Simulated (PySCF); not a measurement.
Input of a run (PBE0-D3(BJ)/def2-SVP geometry optimisation, gas phase, def2 core potentials past Kr (PySCF 2.14.0)), started from GFN2-xTB:
```
{"job": {"xc": "PBE0", "basis": "def2-SVP", "d3": "d3bj", "grid": 1, "maxiter": 40, "kind": "geom"}, "charge": -2, "multiplicity": 1}
W      0.134210    -0.000490     0.094480
O      0.060720    -0.016930     1.831850
O      1.739340     0.009510    -0.574150
S     -0.969310     1.831840    -0.660560
S     -0.964960    -1.823930    -0.691620
```

Output (energies in Eh, forces in Eh/bohr):
```
step   0  E = -1013.31337260  max force = 0.039212
step   1  E = -1013.31672703  max force = 0.015923
step   2  E = -1013.31719412  max force = 0.001622
step   3  E = -1013.31721725  max force = 0.000994
step   4  E = -1013.31722065  max force = 0.000253
optimisation converged
```

Task: Summarise the run.

Result: The energy falls by 2.4 kcal/mol over 5 energy and gradient evaluations, the largest force component goes from 0.0392 to 2.5e-04 Eh/bohr, and the atoms move by 0.063 Å rms after alignment. Among the bonds, W1–O2 and W1–O3 change most and about equally (+0.013 to +0.014 Å). Bonds longer at the end by more than 0.005 Å: 2 of 4; shorter: 0. Among the angles that change most is O2–W1–O3, from 115.0° to 107.4°. The energy never rose by more than 1e-6 Eh on the way. The first step brought 87 % of the lowering.

Task: What are the final bond lengths?

Result: W1–O2 1.753 Å, W1–O3 1.752 Å, W1–S4 2.267 Å, W1–S5 2.267 Å. Numbering counts from 1 in the input's order; the species is [WO2S2]2- (`[O]=[W-2](=[O])(=[S])=[S]`).

The run used 96 basis functions and 40 SCF cycles in all.

No PBE0-D3(BJ)/def2-SVP frequencies stand behind this structure, so it isn't proved a minimum. Whether so highly charged an anion holds all its electrons in the gas phase wasn't checked; a finite basis holds them in any case. No counter-ion or solvent screens the charge of this multiply charged ion. The geometry's basis has no diffuse functions, a weakness for an anion.
